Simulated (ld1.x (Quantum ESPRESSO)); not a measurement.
# Which change was made? (Pb, TM)

```json
{
 "Element": "lead (Pb)",
 "Generator": "ld1.x (Quantum ESPRESSO) 7.5",
 "Type": "norm-conserving Troullier–Martins (Kleinman–Bylander form)",
 "Functional": "revPBE",
 "Relativity": "scalar-relativistic",
 "Frozen core": "[Xe] 4f14 5d10",
 "Valence charge": "4",
 "Reference configuration": "6s2 6p2",
 "Partial waves": "6s (bound): rc 1.80 bohr; 6p (bound): rc 2.65 bohr; 6d channel at 0.15 Ry: rc 2.50 bohr",
 "Local potential": "all-electron potential smoothed inside 1.50 bohr (lloc = -1)",
 "Core correction": "none"
}
```

Cutoffs, loose and tight: the cutoffs (Ry, on a coarse ladder) from which the occupation-weighted sum of valence levels, in a spherical-Bessel basis at the reference potential, stays within 10 and 1 mRy of its value at 400 Ry. They do not see the model core or the augmentation charge, which bear on the density cutoff. Test errors are all-electron minus pseudo excitation energies from the reference, over the configurations 6s2 6p1; 6s2 6p0; 6s1 6p0; 6s2 6p2.3; 6s2 6p1.5; 6s1 6p3; 6s1 6p2; variants that change the core or the reference have their own tests. The largest error is taken over the tests solved by every variant that gives reliable tests at all, those not shown here included: 6s1 6p0; 6s2 6p0; 6s2 6p2.3.

The base gives: outcome: generated; cutoff, loose: 25 Ry; cutoff, tight: 45 Ry; bound ghosts: s, p; largest test error (meV): +57.

Task: After one change the result is: outcome: generated; cutoff, loose: 21 Ry; cutoff, tight: 35 Ry; bound ghosts: s, p; largest test error (meV): +138. Which change was it?
A. wave 6s (bound): rc 1.80 bohr becomes 6s (bound): rc 1.58 bohr
B. functional Wu–Cohen
C. reference 6s1 6p3
D. local potential the s channel

Result: C. The others give: functional Wu–Cohen → outcome: generated; cutoff, loose: 25 Ry; cutoff, tight: 45 Ry; bound ghosts: s, p; largest test error (meV): -17 | wave 6s (bound): rc 1.80 bohr becomes 6s (bound): rc 1.58 bohr → outcome: generated; cutoff, loose: 35 Ry; cutoff, tight: 100 Ry; bound ghosts: s, p; largest test error (meV): +56 | local potential the s channel → outcome: generated; cutoff, loose: 25 Ry; cutoff, tight: 50 Ry; bound ghosts: d; largest test error (meV): +57.
